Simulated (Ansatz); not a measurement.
`C[C]1(F)[O][Al]1[F]` from Hartree–Fock to CCSD(T)

| atom | x (Å) | y (Å) | z (Å) |
| --- | --- | --- | --- |
| C1 | -0.140 | 1.050 | -0.714 |
| C2 | -0.161 | -0.358 | -0.224 |
| F3 | -0.703 | -1.153 | -1.202 |
| O4 | 1.127 | -0.875 | 0.170 |
| Al5 | 0.092 | -1.108 | 1.505 |
| F6 | 0.173 | -1.750 | 3.006 |
| H7 | -1.151 | 1.387 | -0.946 |
| H8 | 0.466 | 1.093 | -1.626 |
| H9 | 0.296 | 1.715 | 0.031 |

Charge 0, multiplicity 1. The structure was optimised at the PBE0-D4/def2-TZVP level. Frozen core, restricted reference, Ansatz 0.2.0. CBS rows extrapolate triple and quadruple zeta; past MP2 they add the triple-zeta difference.

```json
{"basis": "def2-TZVPP", "HF (Eh)": "-593.34915", "MP2 corr.": "-1.14088", "CCSD corr.": "-1.15481", "(T)": "?", "CCSD(T) total": "?"}
{"basis": "def2-QZVPP", "HF (Eh)": "?", "MP2 corr.": "?", "CCSD corr.": "–", "(T)": "–", "CCSD(T) total": "–"}
{"basis": "CBS(def2)", "HF (Eh)": "?", "MP2 corr.": "-1.30684", "CCSD corr.": "-1.32077", "(T)": "as TZ", "CCSD(T) total": "?"}
```

**Question.** Fill in the withheld values. (Estimate.)

**Answer.** The calculation gave: def2-TZVPP (T): -0.04340; def2-TZVPP CCSD(T) total: -594.54736; def2-QZVPP HF (Eh): -593.37277; def2-QZVPP MP2 corr.: -1.23621; CBS(def2) HF (Eh): -593.37603; CBS(def2) CCSD(T) total: -594.74020.
